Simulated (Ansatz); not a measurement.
The same molecule with X = B, Al, In. Ansatz, PBE0-D4/def2-TZVP geometries, multiplicity 1. Each molecule was computed in one conformer, which needn't be the lowest.

Elements past krypton have def2 core potentials.

```csv
X,molecule,mean X–N bond length / Å,mean X–O bond length / Å,mean X–S bond length / Å,LUMO energy (B3LYP/def2-TZVPP) / eV,HOMO–LUMO gap (PBE/def2-TZVPP) / eV,HOMO–LUMO gap (B3LYP/def2-TZVPP) / eV
B,`NB(S)O[SiH3]`,1.401,1.366,1.840,-0.23,5.10,6.73
In,`[NH2][In]([SH])[O][SiH3]`,2.007,1.986,2.358,-1.91,3.80,5.45
```

Question: Give the row for X = Al, `[NH2][Al]([SH])[O][SiH3]`. (Estimate.)

Answer: Computed: 
| X | molecule | mean X–N bond length / Å | mean X–O bond length / Å | mean X–S bond length / Å | LUMO energy (B3LYP/def2-TZVPP) / eV | HOMO–LUMO gap (PBE/def2-TZVPP) / eV | HOMO–LUMO gap (B3LYP/def2-TZVPP) / eV |
| --- | --- | --- | --- | --- | --- | --- | --- |
| Al | `[NH2][Al]([SH])[O][SiH3]` | 1.754 | 1.682 | 2.179 | -0.70 | 4.83 | 6.45 |

From B to In the mean X–N bond length rises at each step, by 0.606 Å in all; the mean X–O bond length rises at each step, by 0.620 Å in all; the mean X–S bond length rises at each step, by 0.518 Å in all; the LUMO energy (B3LYP/def2-TZVPP) falls at each step, by 1.68 eV in all; the HOMO–LUMO gap (PBE/def2-TZVPP) falls at each step, by 1.30 eV in all; the HOMO–LUMO gap (B3LYP/def2-TZVPP) falls at each step, by 1.28 eV in all. Bonds lengthen as the atom grows down the group.

B3LYP here is the variant with VWN-RPA as its local correlation; programs differ in this.
